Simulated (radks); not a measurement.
Task: The mean radii <r> (bohr) of the occupied orbitals of an atom or ion are listed with their occupations. Calculated with a radial shooting solver on a logarithmic mesh with Libxc functionals: non-relativistic Kohn-Sham, LDA (Slater exchange, Perdew-Wang correlation), spin-unpolarised, spherical densities, point nucleus.

| orbital | occ. | <r> |
|---|---|---|
| 1s | 2 | 0.03388 |
| 2s | 2 | 0.1469 |
| 2p | 6 | 0.1255 |
| 3s | 2 | 0.3839 |
| 3p | 6 | 0.3725 |
| 3d | 6 | 0.3367 |

Name the element and its charge.

Result: Z = 45, rhodium, charge +21: Rh21+ in [Ar] 3d6. The 1s radius gives Z: for a bare nucleus <r> = 1.5/Z, 0.03333 bohr for Z = 45, and screening makes it slightly larger (0.03388 here). The occupations add up to 24, and the charge is Z minus that.
